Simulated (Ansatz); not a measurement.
`BC1C[SiH2]1`. Total charge 0; spin multiplicity 1.

| atom | x (Å) | y (Å) | z (Å) |
| --- | --- | --- | --- |
| B1 | 1.381 | 0.661 | -0.153 |
| C2 | -0.091 | 0.726 | -0.414 |
| C3 | -0.934 | -0.461 | -0.836 |
| Si4 | -0.430 | -0.609 | 0.935 |
| H5 | 1.944 | 1.592 | 0.345 |
| H6 | 1.998 | -0.335 | -0.427 |
| H7 | -0.646 | 1.634 | -0.182 |
| H8 | -1.971 | -0.255 | -1.079 |
| H9 | -0.458 | -1.158 | -1.520 |
| H10 | -1.363 | -0.180 | 1.995 |
| H11 | 0.569 | -1.614 | 1.335 |

Q: What are the harmonic wavenumbers in cm⁻¹ at PBE0-D4/def2-TZVP (Ansatz, finite differences of forces, unscaled)? (Best estimate.)

A: The calculation gave: 187, 325, 431, 503, 553, 590, 638, 678, 795, 849, 890, 937, 947, 968, 997, 1109, 1138, 1218, 1369, 1436, 2279, 2308, 2552, 2639, 3136, 3145, 3221.

Q: Is this a minimum?

A: Yes, all 27 modes are real.

Q: Give the ideal-gas thermochemistry at 298.15 K and 1 bar (rigid rotor, harmonic oscillator; point group C1, symmetry number 1).

A: Zero-point energy 214.3 kJ/mol; H(298) − E = 230.9 kJ/mol; entropy 298.3 J/(mol·K), of which translation 161.8, rotation 103.3, vibration 33.2; G(298) − E = 142.0 kJ/mol.

Q: And at 400, 500, 600, 800 and 1000 K?

A: 
```json
{"T (K)": "400", "H − E (kJ/mol)": "241.9", "S (J/mol/K)": "329.7", "G − E (kJ/mol)": "110.0"}
{"T (K)": "500", "H − E (kJ/mol)": "254.9", "S (J/mol/K)": "358.8", "G − E (kJ/mol)": "75.5"}
{"T (K)": "600", "H − E (kJ/mol)": "269.8", "S (J/mol/K)": "385.9", "G − E (kJ/mol)": "38.3"}
{"T (K)": "800", "H − E (kJ/mol)": "303.7", "S (J/mol/K)": "434.4", "G − E (kJ/mol)": "-43.8"}
{"T (K)": "1000", "H − E (kJ/mol)": "341.6", "S (J/mol/K)": "476.7", "G − E (kJ/mol)": "-135.0"}
```

Q: Rotational constants (cm⁻¹)?

A: 0.2982, 0.2054, 0.1488.
